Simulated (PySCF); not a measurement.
A set of runs on `[SiH3][O][GeH]([GeH3])[GeH3]`; the geometry of each is named by its level. Settings lines and outputs come from a driver script.

Ge3H10OSi.
SMILES with atom numbers: `[SiH3:1][O:2][GeH:3]([GeH3:4])[GeH3:5]` (hydrogens: H6, H7, H8 on Si1; H9 on Ge3; H10, H11, H12 on Ge4; H13, H14, H15 on Ge5)

Step 1: PBE0-D3(BJ)/def2-SVP geometry optimisation, gas phase (PySCF 2.14.0) (from the GFN2-xTB geometry)
```json
{"job": {"xc": "PBE0", "basis": "def2-SVP", "d3": "d3bj", "grid": 1, "kind": "geom"}, "charge": 0, "multiplicity": 1}
```
```
step   0  E = -6599.86217028  max force = 0.013951
step   1  E = -6599.87307107  max force = 0.008084
step   2  E = -6599.87377916  max force = 0.002890
step   3  E = -6599.87399439  max force = 0.000969
...
step   9  E = -6599.87436294  max force = 0.001302
step  10  E = -6599.87441060  max force = 0.001178
step  11  E = -6599.87443178  max force = 0.000586
step  12  E = -6599.87443750  max force = 0.000183
optimisation converged
```

Final energy -6599.87444 Eh after 12 steps; dipole 1.12 D. Energies in Eh; «max force» is the largest Cartesian gradient component in Eh/bohr.

The run took 4.8 min on an Arm Neoverse V2 with one thread, no GPU, shared host.

Step 2: TDDFT CAM-B3LYP/def2-SVPD, vertical, gas phase, core orbitals frozen in the response (PySCF 2.14.0, density-fitted response routines) (on the PBE0-D3(BJ)/def2-SVP geometry)
```json
{"job": {"kind": "uv", "xc": "CAM-B3LYP", "basis": "def2-SVPD", "ip": true}, "charge": 0, "multiplicity": 1}
```
```
...
Static polarisability (au): isotropic 130.489, principal 113.062 129.320 149.086
Singlet excitations
state   eV       nm        f      main configurations
  1   5.7194    216.8   0.00462   H->L 0.87
  2   6.5236    190.1   0.37955   H->L+1 0.75
  3   6.5910    188.1   0.01435   H-1->L 0.86
  4   6.6905    185.3   0.25427   H->L+2 0.81, H->L+1 0.09
  5   6.9319    178.9   0.04982   H->L+3 0.88
  6   6.9990    177.1   0.00158   H->L+4 0.62, H->L+5 0.09
  7   7.2938    170.0   0.00331   H-2->L 0.55, H-2->L+1 0.13
  8   7.3428    168.9   0.05776   H-1->L+1 0.73
  9   7.5623    164.0   0.09402   H-1->L+2 0.73, H-3->L 0.10
 10   7.6639    161.8   0.03850   H->L+6 0.71
Triplet excitations (Tamm-Dancoff, eV): 5.2500 5.6604 6.0504 6.2309
Vertical ionisation energy (delta-SCF) = 9.3002 eV
```

HOMO -8.70 eV, LUMO 0.24 eV; lowest singlet 5.72 eV; lowest triplet 5.25 eV (Tamm–Dancoff); mean polarisability 130.5 au.

On an Arm Neoverse V2 with one thread, no GPU, on a shared host, this took 3.8 min wall.

Step 3: delta-SCF UKS SCAN, pcX-2 on the ionised atom, pcseg-1 elsewhere, spin-free X2C (PySCF 2.14.0) (on the PBE0-D3(BJ)/def2-SVP geometry)
```json
{"job": {"kind": "xps"}, "charge": 0, "multiplicity": 1}
```
```
...
ground state, core basis on atom 0 (Si), 205 functions
  E(ground) = -6653.70991922 Eh
hole in Si 1s of atom 0
  E(ion) = -6585.83047372 Eh   <S^2> = 0.7523   hole on atom = 1.000   binding energy = 1847.094 eV
hole in Si 2p of atom 0
  E(ion) = -6649.76284163 Eh   <S^2> = 0.7514   hole on atom = 1.003   binding energy = 107.405 eV
  2p3/2 = 107.163 eV   2p1/2 = 107.788 eV
ground state, core basis on atom 1 (O), 194 functions
  E(ground) = -6653.68306185 Eh
hole in O 1s of atom 1
  E(ion) = -6633.94686926 Eh   <S^2> = 0.7635   hole on atom = 1.000   binding energy = 537.049 eV
```

Si1s of Si1 1847.09 eV; Si2p of Si1 107.37 eV (mean of the 2p shell); O1s of O2 537.05 eV. SCF cycles are left out; they run on a coarse grid, and E(ground) and E(ion) are re-evaluated on a finer one. For a 2p shell the printed binding energy is that of one 2p hole without spin–orbit coupling; the 2p3/2 and 2p1/2 values follow from a further step that adds the ground-state splitting of the three 2p orbitals and a mean-field spin–orbit operator, and the shell mean corrects the one hole to the average of the three. The log counts atoms from 0, this text from 1.

Hardware: an Arm Neoverse V2 with one thread (shared host). Cost: 38 s.

Geometry of the electronic-property runs (PBE0-D3(BJ)/def2-SVP):
```
atom  x, y, z in Å
Si1   -1.180   -2.159    0.209
O2    -0.953   -0.974   -0.926
Ge3   -0.027    0.565   -0.938
Ge4    2.309    0.050   -0.493
Ge5   -1.000    2.050    0.726
H6     0.126   -2.775    0.609
H7    -1.822   -1.604    1.444
H8    -2.061   -3.209   -0.374
H9    -0.222    1.113   -2.366
H10    2.836   -0.984   -1.503
H11    3.146    1.338   -0.602
H12    2.454   -0.515    0.931
H13   -2.514    2.200    0.492
H14   -0.332    3.434    0.635
H15   -0.763    1.479    2.136
```

One conformer stands for the species.
